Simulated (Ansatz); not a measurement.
Coupled-cluster diagnostics for SnH3(NEt2) (C₄H₁₃NSn), Ansatz.

Geometry of the singlet (PBE0-D4/def2-SVP):

```xyz
19

Sn   -0.626    2.188    0.613
H    -1.613    2.117    2.011
H     0.782    3.137    0.839
H    -1.536    2.815   -0.711
N     0.041    0.283    0.310
C    -0.886   -0.819    0.444
C    -1.840   -1.018   -0.731
C     1.198    0.046   -0.529
C     2.288   -0.759    0.167
H    -1.475   -0.683    1.369
H    -0.313   -1.752    0.606
H    -2.496   -0.141   -0.864
H    -1.292   -1.167   -1.674
H    -2.485   -1.898   -0.578
H     0.917   -0.458   -1.478
H     1.627    1.015   -0.841
H     2.640   -0.233    1.067
H     1.922   -1.749    0.481
H     3.149   -0.923   -0.502
```

In the def2 sets Sn takes a core potential; there is no spin–orbit coupling. Correlated methods freeze 9 core orbitals; core or outer-core shells of Sn are correlated, in sets that lack core-valence functions.

(1) Estimate the CCSD(T) correlation energy, the shares of MP2 and (T), T1 and the reference's ⟨S²⟩ for: charge 0, singlet, own geometry in def2-SVP; and the rough time on 4 threads of Arm Neoverse V1 on a shared host.

## Answers

(1) 
```
                          state     basis  correlation (eV)  MP2 share (%)  (T) share (%)     T1  ⟨S²⟩ (pure)  wall time
charge 0, singlet, own geometry  def2-SVP           -26.871           88.6            2.9  0.009  0.00 (0.00)       77 s
```
Customary marks for T1 are 0.02 (closed shells), 0.045 (open shells) and about 0.05 (3d metals). T1 stays under 0.02 throughout.
